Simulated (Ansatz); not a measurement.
`N[SiH2]C[SiH](N)Cl` + H₂Se → `N[SiH2][SeH]` + `C[SiH](N)Cl`  (ligand exchange at the Si–C bond)

Calculated with Ansatz (gas phase, PBE0-D4/def2-TZVP geometries, no zero-point term in ΔE). CBS: MP2 limit from def2 TZ/QZ plus the TZ coupled-cluster correction, frozen cores. Functionals use def2-TZVPP. B3LYP here is the variant with VWN-RPA as its local correlation; programs differ in this. For Se outer-core shells are correlated without core-valence functions, which leaves a few kJ/mol of doubt a bond. Scalar relativity is left out up to krypton. Each species was taken in one conformer, which may not be the lowest.

`N[SiH2]C[SiH](N)Cl`:

Cartesian coordinates in Å:
```
N -0.023 1.796 0.485
Si -1.175 1.034 -0.565
C -0.924 -0.824 -0.582
Si 0.807 -1.352 -0.189
N 1.137 -1.027 1.446
Cl 2.039 -0.307 -1.524
H 0.913 1.927 0.129
H -0.326 2.631 0.964
H -2.510 1.378 -0.006
H -1.112 1.523 -1.972
H -1.581 -1.292 0.158
H -1.204 -1.204 -1.570
H 1.105 -2.777 -0.454
H 1.960 -1.398 1.892
H 0.894 -0.107 1.788
```

H₂Se:

Cartesian coordinates in Å:
```
Se 0.131 -0.614 0.273
H -0.291 -0.149 -1.053
H 0.160 0.762 0.780
```

`N[SiH2][SeH]`:

Cartesian coordinates in Å:
```
N -1.092 -0.516 0.620
Si 0.478 0.136 0.423
Se 0.898 1.368 -1.464
H -1.896 0.092 0.624
H -1.314 -1.401 0.193
H 1.410 -1.015 0.471
H 0.746 1.126 1.493
H 0.769 0.210 -2.359
```

`C[SiH](N)Cl`:

Z-matrix (Å, degrees):
```
C
Si 1 1.853
H 1 1.092 2 110.6
H 1 1.092 2 110.4 3 120.5
H 1 1.093 2 110.6 3 -119.3
N 2 1.706 1 110.0 3 179.0
Cl 2 2.081 1 106.9 3 55.1
H 2 1.480 1 113.9 3 -60.4
H 6 1.008 2 119.7 1 169.1
H 6 1.008 2 120.0 1 -47.8
```

```json
{"level": "PBE-D4", "ΔE (kcal/mol)": "-12.6", "difference from CCSD(T)/CBS": "0.1"}
{"level": "r2SCAN-D4", "ΔE (kcal/mol)": "-13.0", "difference from CCSD(T)/CBS": "-0.3"}
{"level": "PBE0-D4", "ΔE (kcal/mol)": "-12.6", "difference from CCSD(T)/CBS": "0.1"}
{"level": "B3LYP-D4", "ΔE (kcal/mol)": "-11.9", "difference from CCSD(T)/CBS": "0.8"}
{"level": "ωB97X-V", "ΔE (kcal/mol)": "-11.9", "difference from CCSD(T)/CBS": "0.8"}
{"level": "ωB97M-V", "ΔE (kcal/mol)": "-11.5", "difference from CCSD(T)/CBS": "1.2"}
{"level": "B2PLYP", "ΔE (kcal/mol)": "-14.1", "difference from CCSD(T)/CBS": "-1.4"}
{"level": "PBE", "ΔE (kcal/mol)": "-14.8", "difference from CCSD(T)/CBS": "-2.1"}
{"level": "r2SCAN", "ΔE (kcal/mol)": "-13.7", "difference from CCSD(T)/CBS": "-1.0"}
{"level": "PBE0", "ΔE (kcal/mol)": "-14.6", "difference from CCSD(T)/CBS": "-1.9"}
{"level": "B3LYP", "ΔE (kcal/mol)": "-15.4", "difference from CCSD(T)/CBS": "-2.7"}
{"level": "HF/def2-TZVPP", "ΔE (kcal/mol)": "-16.3", "difference from CCSD(T)/CBS": "-3.6"}
{"level": "MP2/def2-TZVPP", "ΔE (kcal/mol)": "-12.2", "difference from CCSD(T)/CBS": "0.5"}
{"level": "SCS-MP2/def2-TZVPP", "ΔE (kcal/mol)": "-12.6", "difference from CCSD(T)/CBS": "0.1"}
{"level": "CCSD/def2-TZVPP", "ΔE (kcal/mol)": "-12.1", "difference from CCSD(T)/CBS": "0.6"}
{"level": "CCSD(T)/def2-TZVPP", "ΔE (kcal/mol)": "-11.5", "difference from CCSD(T)/CBS": "1.2"}
{"level": "HF/def2-QZVPP", "ΔE (kcal/mol)": "-16.4", "difference from CCSD(T)/CBS": "-3.7"}
{"level": "MP2/def2-QZVPP", "ΔE (kcal/mol)": "-12.9", "difference from CCSD(T)/CBS": "-0.2"}
{"level": "SCS-MP2/def2-QZVPP", "ΔE (kcal/mol)": "-13.3", "difference from CCSD(T)/CBS": "-0.6"}
{"level": "HF/CBS(def2)", "ΔE (kcal/mol)": "-16.4", "difference from CCSD(T)/CBS": "-3.7"}
{"level": "MP2/CBS(def2)", "ΔE (kcal/mol)": "-13.3", "difference from CCSD(T)/CBS": "-0.6"}
{"level": "CCSD/CBS(def2)", "ΔE (kcal/mol)": "-13.2", "difference from CCSD(T)/CBS": "-0.5"}
{"level": "CCSD(T)/CBS", "ΔE (kcal/mol)": "-12.7", "difference from CCSD(T)/CBS": "0"}
```

Largest T1 diagnostic among the species: 0.010.

The D4 term adds +3.4 kcal/mol with B3LYP and +2.0 kcal/mol with PBE0; it sums over pairs of atoms, weighted by their polarisabilities, and B3LYP, whose exchange is more repulsive, gets the larger term. In def2-TZVPP, CCSD(T) changes the Hartree–Fock value by +4.7 kcal/mol (the triples alone add +0.6 kcal/mol) and MP2 by +4.1 kcal/mol.
